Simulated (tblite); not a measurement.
C₇H₁₀Ge.
Numbering: `[CH3:1][C:2]#[C:3][C:4]1=[CH:5][CH2:6][GeH2:7][CH2:8]1` (hydrogens: H9, H10, H11 on C1; H12 on C5; H13, H14 on C6; H15, H16 on Ge7; H17, H18 on C8)

Computed with GFN2-xTB (tblite), gas phase: L-BFGS steps from a force-field or distance-geometry start until the largest atomic force falls under 0.01 eV/Å.

Step 10: E = -596.3185 eV
```
atom  x, y, z in Å  |  force x, y, z in eV/Å
C1      3.9311   -0.2715    0.1340   -0.059  -0.004  -0.004
C2      2.4875   -0.1655    0.0568    0.080  -0.007   0.000
C3      1.2889   -0.0719   -0.0048   -0.031   0.060   0.010
C4     -0.1199    0.0560   -0.0721    0.069   0.019   0.019
C5     -0.7293    1.2417    0.0150    0.054  -0.036  -0.011
C6     -2.2201    1.3509   -0.0620   -0.011  -0.054  -0.006
Ge7    -2.7913   -0.5328   -0.2842   -0.057  -0.009   0.006
C8     -0.9303   -1.2080   -0.2431   -0.014   0.050  -0.001
H9      4.3312   -0.6596   -0.8054   -0.037   0.012   0.057
H10     4.3722    0.7098    0.3240   -0.056  -0.065  -0.010
H11     4.2132   -0.9478    0.9440   -0.015   0.034  -0.052
H12    -0.1633    2.1542    0.1407    0.050  -0.011  -0.001
H13    -2.6155    1.8222    0.8397    0.014  -0.014   0.038
H14    -2.5134    1.9942   -0.8940    0.024  -0.009  -0.032
H15    -3.5187   -0.7980   -1.5742   -0.025  -0.031   0.013
H16    -3.6563   -1.0418    0.8373   -0.023  -0.023  -0.028
H17    -0.7380   -1.8987    0.5805    0.018   0.050   0.012
H18    -0.6365   -1.7273   -1.1571    0.018   0.040  -0.011
```

Step 11: E = -596.3196 eV
```
atom  x, y, z in Å  |  force x, y, z in eV/Å
C1      3.9300   -0.2718    0.1339   -0.034  -0.004  -0.002
C2      2.4884   -0.1656    0.0568    0.031  -0.007   0.000
C3      1.2901   -0.0705   -0.0042   -0.050   0.053   0.007
C4     -0.1184    0.0564   -0.0720    0.036   0.008   0.017
C5     -0.7285    1.2414    0.0149    0.025  -0.009  -0.010
C6     -2.2205    1.3518   -0.0620    0.003  -0.046   0.001
Ge7    -2.7932   -0.5334   -0.2838    0.006   0.012  -0.009
C8     -0.9289   -1.2077   -0.2430   -0.020   0.031  -0.006
H9      4.3293   -0.6596   -0.8046   -0.017  -0.001   0.023
H10     4.3695    0.7087    0.3238   -0.031  -0.028  -0.004
H11     4.2120   -0.9473    0.9431   -0.004   0.009  -0.023
H12    -0.1616    2.1538    0.1406    0.038  -0.016  -0.003
H13    -2.6146    1.8229    0.8423    0.026  -0.029  -0.015
H14    -2.5123    1.9953   -0.8962    0.028  -0.032   0.014
H15    -3.5214   -0.8001   -1.5731   -0.021  -0.028   0.009
H16    -3.6586   -1.0433    0.8350   -0.030  -0.028  -0.007
H17    -0.7360   -1.8981    0.5819    0.010   0.063  -0.017
H18    -0.6342   -1.7266   -1.1584    0.003   0.050   0.024
```

Question: Estimate the geometry and energy of step 12. (The exact step hangs on the optimiser's Hessian estimate; all steps are aligned on step 11, rigid shifts and turns removed.)

Answer: E = -596.3202 eV, largest force 0.064 eV/Å
```
atom  x, y, z in Å  |  force x, y, z in eV/Å
C1      3.9286   -0.2721    0.1338   -0.008  -0.005  -0.001
C2      2.4887   -0.1659    0.0567   -0.021  -0.005  -0.001
C3      1.2906   -0.0688   -0.0038   -0.029   0.039   0.006
C4     -0.1171    0.0567   -0.0716   -0.005   0.008   0.010
C5     -0.7276    1.2412    0.0147    0.003   0.010  -0.005
C6     -2.2204    1.3515   -0.0620    0.020  -0.025   0.004
Ge7    -2.7943   -0.5336   -0.2838    0.030   0.012  -0.012
C8     -0.9285   -1.2068   -0.2431   -0.013   0.021  -0.005
H9      4.3279   -0.6595   -0.8036   -0.005  -0.013  -0.008
H10     4.3675    0.7075    0.3236   -0.012   0.006   0.002
H11     4.2113   -0.9468    0.9421    0.002  -0.013   0.004
H12    -0.1599    2.1533    0.1405    0.028  -0.015  -0.003
H13    -2.6136    1.8229    0.8433    0.030  -0.036  -0.037
H14    -2.5111    1.9955   -0.8969    0.026  -0.042   0.032
H15    -3.5233   -0.8019   -1.5721   -0.018  -0.025   0.005
H16    -3.6604   -1.0447    0.8334   -0.029  -0.027   0.001
H17    -0.7345   -1.8967    0.5823    0.004   0.060  -0.022
H18    -0.6327   -1.7254   -1.1585   -0.004   0.050   0.030
```

The energy changes by -0.0006 eV. The first-order estimate −F·Δx gives -0.0009 eV and the mean of the old and new forces, exact on a quadratic surface, -0.0006 eV. The step makes an angle of 48° with the force vector and moves no atom by more than 0.003 Å.

The cost below is that of the whole relaxation. Hardware: an Arm Neoverse V2 with one thread, shared host with 192 logical CPUs at a one-minute load of 76. Cost: 0.29 s of wall time.
